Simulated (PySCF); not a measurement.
Trends in electronic spectra. Method: TDDFT CAM-B3LYP/def2-SVPD, vertical, gas phase, core orbitals frozen in the response in PySCF. Geometries: PBE0-D3(BJ)/def2-SVP; one conformer of each isolated species. Triplets are in the Tamm–Dancoff approximation.

Question: Rank by computed HOMO–LUMO gap, highest first.
A. `O=C1OC[C@H]1C(=O)C(F)(F)F`
B. `CC(C)C(C)C`
C. `C=C/C=C/OC(F)F`
D. `c1cc2sccc2[nH]1`
E. `C=CS(F)(F)(F)(F)F`
F. `COc1ccccc1OC`
G. `CO[SiH]1C[SiH2]C1`
H. `CPC[P@](C)(=O)CO`

Answer: B (11.37 eV), E (10.40 eV), G (10.06 eV), H (9.20 eV), A (9.06 eV), F (8.29 eV), C (8.12 eV), D (7.83 eV).

```
                   SMILES  gap (eV)  S1 (eV)  HOMO (eV)  f (S1)  LUMO (eV)    S1 mainly
               CC(C)C(C)C     11.37     8.52     -10.02   0.007       1.35    H→L (91%)
        C=CS(F)(F)(F)(F)F     10.40     6.79     -10.60   0.000      -0.20    H→L (95%)
        CO[SiH]1C[SiH2]C1     10.06     6.85      -8.97   0.003       1.08  H→L+1 (90%)
         CPC[P@](C)(=O)CO      9.20     6.35      -8.36   0.046       0.85    H→L (69%)
O=C1OC[C@H]1C(=O)C(F)(F)F      9.06     4.31     -10.32   0.000      -1.25  H-1→L (52%)
             COc1ccccc1OC      8.29     5.08      -7.15   0.050       1.14    H→L (78%)
           C=C/C=C/OC(F)F      8.12     5.73      -7.96   0.727       0.15    H→L (97%)
          c1cc2sccc2[nH]1      7.83     5.18      -7.03   0.262       0.81    H→L (94%)
```

H and L stand for HOMO and LUMO.
